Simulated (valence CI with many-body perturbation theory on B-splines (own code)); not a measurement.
**Which ion has this spectrum?**

A relativistic CI+MBPT calculation for an atom or ion with 15 electrons gives these levels (eV):

```
  J  Parity       E     g
3/2     odd    0.00  1.35
3/2    even  201.94  0.78
3/2     odd  208.99  1.45
5/2     odd  219.59  1.19
1/2     odd  233.03  0.65
5/2    even  263.41  1.20
5/2    even  358.37  1.46
3/2    even  385.06  1.15
1/2    even  385.79  2.09
5/2    even  409.07  0.96
3/2    even  411.64  0.91
1/2    even  411.73  0.21
7/2    even  419.90  1.03
3/2     odd  443.66  1.30
```

The energies are calculated, and their last digits are not significant.

(1) Which is it?
A. Gd49+
B. Dy51+
C. Ho52+
D. Er53+

Answers

(1) C. Ho52+, ground level (3s^2 3p1/2^2 3p3/2) J=3/2.
